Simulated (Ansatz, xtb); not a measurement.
C5H9BSi: which of two isomers lies lower

We compare I, `CB1C=CC=C1[SiH3]`, a singlet, with II, `CC1=CC=C([SiH3])B1`, a singlet. Both are isolated molecules in the gas phase, relaxed with PBE-D3(BJ)/def2-SVP.

Quicker runs give these differences E(II) − E(I): GFN2-xTB −4.0 kcal/mol; HF/STO-3G +7.9 kcal/mol (at GFN2-xTB geometries); r2SCAN-D4/def2-SVP +11.8 kcal/mol (at GFN2-xTB geometries).

Question: Which of the two would you expect CCSD(T)/def2-SVP + ΔMP2/def2-TZVPP electronic energies to favour?

Answer: Structure I; the calculation gives E(II) − E(I) = +10.8 kcal/mol.

Level by level:

| level | geometry | E(II) − E(I) (kcal/mol) | departure from the last row (kcal/mol) | job, with rough time for the two |
| --- | --- | --- | --- | --- |
| GFN2-xTB | GFN2-xTB | −4.0 | −14.9 | optimisation, 0.44 s |
| HF/STO-3G | GFN2-xTB | +7.9 | −3.0 | single point, 0.72 s |
| r2SCAN-D4/def2-SVP | GFN2-xTB | +11.8 | +1.0 | single point, 9 s |
| PBE-D3(BJ)/def2-SVP | PBE-D3(BJ)/def2-SVP | +10.8 | 0.0 | optimisation, 55 s |
| HF/def2-SVP | PBE-D3(BJ)/def2-SVP | +9.3 | −1.6 | part of the CCSD(T) run |
| MP2/def2-SVP | PBE-D3(BJ)/def2-SVP | +10.0 | −0.8 | part of the CCSD(T) run |
| CCSD(T)/def2-SVP | PBE-D3(BJ)/def2-SVP | +9.8 | −1.1 | single point |
| CCSD(T)/def2-SVP + ΔMP2/def2-TZVPP | PBE-D3(BJ)/def2-SVP | +10.8 |  | single point, 3.2 min |

As drawn, II has 1 C–C, 1 B–H in place of 1 C–B, 1 C–H.

GFN2-xTB puts the two in the other order. The largest departure from CCSD(T)/def2-SVP + ΔMP2/def2-TZVPP is that of GFN2-xTB, 14.9 kcal/mol. The last row adds to CCSD(T) the change of the MP2 difference between the two basis sets, here +1.1 kcal/mol.

With thermal terms from frequencies at re-optimised GFN2-xTB minima (ideal gas, soft modes damped towards free rotors, one conformer each, 298.15 K, 1 atm): the zero-point term adds −0.5 kcal/mol; ΔH is +10.3 and ΔG +10.7 kcal/mol.

The correlated steps freeze 11 core orbitals. Run with Ansatz 0.2.0, xtb 6.7.1; the last row on 2 threads of Arm Neoverse V1 on a shared host.
